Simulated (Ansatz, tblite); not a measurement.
Cost and result up the ladder for Ti(NH2)Cl3 (TiNCl₃H₂) (7 atoms). The state is a singlet with charge 0. Geometry: r2SCAN-D4/def2-SVP.

Cartesian coordinates in Å:
```
Ti -0.190 0.264 0.585
N 0.374 -0.482 -0.993
H 1.101 -0.087 -1.590
H -0.042 -1.313 -1.415
Cl 1.477 1.457 1.341
Cl -0.792 -1.386 1.890
Cl -1.928 1.546 0.183
```

Ansatz on 4 threads of Arm Neoverse V2 on a shared host; xTB runs through tblite on one thread. Times are rough, summed over both states, and most runs start from the orbitals of an earlier one. PBE0-D4/def2-TZVP serves as the yardstick here, not as an exact answer. The other state is a doublet.

The xTB rows come from tblite.

Raw xTB energies of ions are shifted by several eV.

| level | functions | vertical IE (eV) | difference from PBE0-D4/def2-TZVP (eV) |
| --- | --- | --- | --- |
| GFN1-xTB | 44 | 15.22 | 4.92 |
| r2SCAN-D4/def2-TZVP (with forces) | 199 | 10.09 | -0.20 |
| PBE-D4/def2-TZVP | 199 | 9.94 | -0.36 |
| PBE0-D4/def2-TZVP | 199 | 10.29 | 0.00 |
| GFN2-xTB | 42 | 14.26 | 3.97 |

(1) Estimate how long each takes.

Answers

(1) GFN2-xTB 0.012 s; GFN1-xTB 0.014 s; PBE-D4/def2-TZVP 7.7 s; PBE0-D4/def2-TZVP 12 s; r2SCAN-D4/def2-TZVP (with forces) 18 s. On shared hardware such times vary by a factor of up to 3.
